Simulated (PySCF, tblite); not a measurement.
Question: Give a GFN2-xTB geometry of `C=CC1=C[P@@](C)(=S)C=C1C`.

Answer: 
```
atom  x, y, z in Å
C1    -3.1027    0.5162   -0.4077
C2    -1.9006    0.8956   -0.8212
C3    -0.6188    0.5216   -0.2365
C4     0.4139    1.3917   -0.1932
P5     1.7983    0.6813    0.7174
C6     3.1983    0.4783   -0.4577
S7     2.2660    1.5494    2.3926
C8     0.9445   -0.9057    0.8183
C9    -0.3011   -0.8061    0.3248
C10   -1.2669   -1.9418    0.2982
H11   -3.2516   -0.1357    0.4342
H12   -3.9950    0.8816   -0.8872
H13   -1.8236    1.6045   -1.6372
H14    0.3718    2.4179   -0.5178
H15    3.6055    1.4667   -0.6692
H16    3.9646   -0.1213    0.0328
H17    2.8660   -0.0022   -1.3751
H18    1.3618   -1.7831    1.2833
H19   -0.7365   -2.8871    0.3890
H20   -1.8432   -1.9387   -0.6243
H21   -1.9598   -1.8662    1.1361
```

Orientation and origin are arbitrary. Atoms count from 1 in this order. The 3 C–P bonds span 1.803 Å (C4–P5, drawn single) to 1.839 Å (P5–C6, drawn single), a spread of 0.036 Å. P5 (phosphorus bonded to 3 C and S) has angles from 90.7° to 117.3°. Of the pairs four or more bonds apart, C1···C10 is among the closest relative to their van der Waals radii: 3.15 Å, 93 % of the sum of Bondi's values. The 6 C–C bonds span 1.327 Å (C1=C2, drawn double) to 1.491 Å (C9–C10, drawn single), a spread of 0.164 Å.

Bonds between heavy atoms (Å): C1=C2 1.327, C2–C3 1.458, C3=C4 1.351, C4–P5 1.803, P5–C6 1.839, P5=S7 1.944, P5–C8 1.805, C8=C9 1.343, C9–C10 1.491, C3–C9 1.476.

Computed geometry: GFN2-xTB, gas phase.

Point group: C1 (no symmetry element, even within 0.4 Å). Its GFN2-xTB frequencies are all real (lowest 53 cm⁻¹). The numbers are those of one conformer (C1–C2–C3–C4 -144°). 2 starts were optimised and ended at 0.00 and 0.43 kcal/mol (GFN2-xTB); the lowest of these is shown.
